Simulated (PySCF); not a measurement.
Compound: C4H14AlNSi2.
Structure used (PBE0-D3(BJ)/def2-SVP), in Å, numbered top down from 1:
```xyz
22
C4H14AlNSi2 angstrom
Si    -2.4420   -0.8919    1.6753
N     -1.7852   -0.1185    0.2463
Si    -2.8931    0.5395   -0.9421
Al     0.0025    0.0005   -0.0024
C      1.4935   -0.6493    1.0922
C      2.6439   -0.4626    0.0824
C      2.4431    0.7999   -0.7784
C      1.0516    0.8176   -1.4426
H     -3.2637    0.0656    2.4814
H     -1.3143   -1.3894    2.5192
H     -3.3239   -2.0455    1.3106
H     -3.7742   -0.5278   -1.5130
H     -3.7822    1.5822   -0.3390
H     -2.1023    1.1570   -2.0493
H      1.6414    0.0071    1.9706
H      1.4350   -1.6750    1.4881
H      2.6794   -1.3379   -0.5926
H      3.6287   -0.4252    0.5791
H      3.2562    0.8806   -1.5201
H      2.5435    1.6849   -0.1227
H      1.0446    0.1690   -2.3390
H      0.7571    1.8192   -1.7919
```

Probes without a nucleus sit at each ring's centroid and 1 Å off its mean plane on both sides; NICS is minus the shielding there, NICSzz its component along the normal. Level: GIAO B3LYP/pcSseg-1 (PySCF, non-relativistic, gas phase) on the PBE0-D3(BJ)/def2-SVP geometry, one conformer.

Ring bond lengths (Å): Al4–C5 1.960, C5–C6 1.542, C6–C7 1.541, C7–C8 1.542, C8–Al4 1.960.

Q: What do the NICS probes read (ppm)?

A: 
```json
{"ring": "Al4–C5–C6–C7–C8", "type": "5-membered ring with Al; formal bonds all single", "NICS(0)": "-3.4", "NICS(1), two faces": "-2.8 / -2.8", "NICS(1)zz, two faces": "-0.9 / -0.9", "rms pucker (Å)": "0.19", "centre to ring atoms, mean (Å)": "1.42"}
```

Q: What can be read from them?

A: 
- Al4–C5–C6–C7–C8: mean NICS(1)zz -0.9 ppm, near zero. C5, C6, C7, C8 have four or more neighbours, so the value isn't read as a sign of a π ring current.

Q: What is the mean of the two in-plane components of NICS at the second NICS(1) probe listed for ring Al4–C5–C6–C7–C8, 1 Å off the ring?

A: The isotropic value is a third of the trace: (3 × -2.8 − (-0.9))/2 = -3.7 ppm.

Q: List the ring angles.

A: 
- Al4–C5–C6–C7–C8: Al4 98.1°, C5 99.3°, C6 111.6°, C7 111.6°, C8 99.3°; sum 519.9° against 540° for a flat convex ring.

Q: What are the shieldings of the ring atoms and their hydrogens in the same run (means over atoms taken as equivalent)?

A: 
```
   atoms                    environment  σ isotropic (ppm)  principal values of the symmetric part, first atom (ppm)
     Al4  aluminium bonded to 2 C and N              298.1                                       269.5, 276.0, 348.8
 C5 (×2)                ring CH2 carbon              173.7                                       154.8, 173.8, 192.6
 C6 (×2)                ring CH2 carbon              148.8                                       140.4, 148.0, 158.0
H15 (×4)             methylene hydrogen              31.23                                          27.0, 29.5, 38.1
H17 (×4)             methylene hydrogen              29.84                                          26.0, 28.8, 36.5
```

Q: How do the values depend on the level or the medium?

A: 
| level | NICS(0), Al4–C5–C6–C7–C8 | mean NICS(1)zz, Al4–C5–C6–C7–C8 |
| --- | --- | --- |
| B3LYP/pcSseg-1, gas | -3.4 | -0.9 |
| PBE0/pcSseg-1, gas | -3.7 | -1.1 |

The geometry is the same throughout.

On one thread, Arm Neoverse V1 (aarch64), no GPU, shared host with 32 logical CPUs at a one-minute load of 10, this took 44 s wall and 1.2 GiB of memory at its peak. This is the whole shielding run at B3LYP/pcSseg-1, SCF included.
